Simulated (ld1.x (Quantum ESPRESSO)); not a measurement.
# tin, TM: configuration errors across variants

ld1.x (Quantum ESPRESSO) 7.5 input, shortened:

```
&input
   title='Sn', zed=50., rel=1, dft='PBE', iswitch=3,
   config='[Kr] 4d10 5s1 5p3'
 /
 &inputp
   pseudotype=2, tm=.true., lloc=2,
   nlcc=.true., new_core_ps=.true., rcore=0.85
 /
3
5S  1  0   1.00   0.00  1.60  1.60  0.0
5P  2  1   3.00   0.00  2.50  2.50  0.0
4D  3  2  10.00   0.00  1.45  1.45  0.0
 &test
   configts(1)='4d10 5s1 5p3'
 /
```

All-electron excitation energies from the reference (eV): (1) 4d10 5s2 5p2 -6.978; (2) 4d10 5s2 5p1 -0.104; (3) 4d10 5s2 5p0 13.849; (4) 4d9 5s2 5p3 17.488; (5) 4d9 5s2 5p2 25.713; (6) 4d10 5s1 5p2 7.546; (7) 4d10 5s0 5p0 85.945.

Tests that are not counted but printed errors over 1 eV. “wave 5p (bound): rc 2.50 bohr becomes 5p (bound): rc 2.38 bohr”: 4d9 5s2 5p2 (solver errors, printed error -16.0 eV).

A true bound ghost makes a file unfit for plane-wave use even where its test errors are small: the radial tests pick states by their node count and pass the ghost by. Where a test does run into it, the solver fails or the error is huge.

Errors AE − PS in meV (a dash: test not solved or not reliable):

```tsv
change	(1)	(2)	(3)	(4)	(5)	(6)	(7)	bound ghosts
base	-1.4	-6.0	-17	-195	-143	-1.5	-53	s, p
wave 5p (bound): rc 2.50 bohr becomes 5p (bound): rc 1.56 bohr	-3.5	-7.4	-15	-248	-263	-4.8	-47	s, p
wave 5p (bound): rc 2.50 bohr becomes 5p (bound): rc 1.94 bohr	-0.5	-3.8	-11	-195	-153	-1.6	-55	s, p
wave 5p (bound): rc 2.50 bohr becomes 5p (bound): rc 2.18 bohr	-1.6	-6.2	-17	-195	-143	-1.5	-51	s, p
wave 5p (bound): rc 2.50 bohr becomes 5p (bound): rc 2.38 bohr	-1.7	-6.5	-17	-196	–	-1.5	-49	s, p
wave 5p (bound): rc 2.50 bohr becomes 5p (bound): rc 2.72 bohr	+0.5	-3.5	-15	-192	-145	-1.6	-76	s, p
wave 5p (bound): rc 2.50 bohr becomes 5p (bound): rc 2.96 bohr	+2.9	-1.0	-16	-188	-147	-1.9	-112	s, p
wave 5p (bound): rc 2.50 bohr becomes 5p (bound): rc 3.42 bohr	+9.5	+3.2	-31	-178	-152	-3.0	-237	s, p
wave 5p (bound): rc 2.50 bohr becomes 5p (bound): rc 3.68 bohr	+13	+3.7	-46	-173	-155	-3.9	-315	s, p
```

Task: Give the same row for: wave 5p (bound): rc 2.50 bohr becomes 5p (bound): rc 3.26 bohr.

Result: +7.3, +2.2, -24, -182, -150, -2.5, -189; bound ghosts: s, p.
